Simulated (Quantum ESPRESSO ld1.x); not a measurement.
Results of a calculation; reference values are marked as such.
Species: the palladium ion Pd8+. Configuration: [Kr] 4d2. Code: ld1.x of Quantum ESPRESSO 7.5. Model: Dirac Kohn-Sham, LDA (Slater exchange, Perdew-Zunger correlation), spin-unpolarised, spherical densities, point nucleus; open shells fill j = l - 1/2 first.

Normalised radial functions P(r) = r R(r) (large component), r in bohr:

r	4d3/2	5s1/2
0.00487	0.0002	0.0904
0.006392	0.0003	0.1079
0.008391	0.0007	0.1253
0.01101	0.0015	0.1398
0.01446	0.0031	0.1470
0.01897	0.0063	0.1410
0.02491	0.0128	0.1141
0.03269	0.0252	0.0597
0.04291	0.0484	-0.0234
0.05632	0.0893	-0.1243
0.07393	0.1563	-0.2129
0.09627	0.2523	-0.2407
0.1264	0.3787	-0.1615
0.1659	0.5061	0.0337
0.2177	0.5754	0.2633
0.2857	0.5058	0.3618
0.3751	0.2371	0.1890
0.4923	-0.2101	-0.2048
0.6462	-0.6998	-0.5215
0.8482	-1.0209	-0.4147
1.113	-1.0194	0.1482
1.461	-0.7300	0.7464
1.918	-0.3604	0.8856
2.518	-0.1123	0.5583
3.305	-0.0194	0.1912
4.338	-0.0016	0.0322
5.694	0.0000	0.0022

4d3/2: eigenvalue -130.58 eV, 1 radial node at r = 0.437 bohr, <r> = 1.09 bohr, 90 % of the charge inside 1.62 bohr. 5s1/2 (empty): eigenvalue -94.382 eV, 4 radial nodes at r = 0.0401, 0.159, 0.431, 1.05 bohr, <r> = 1.84 bohr, 90 % of the charge inside 2.58 bohr.
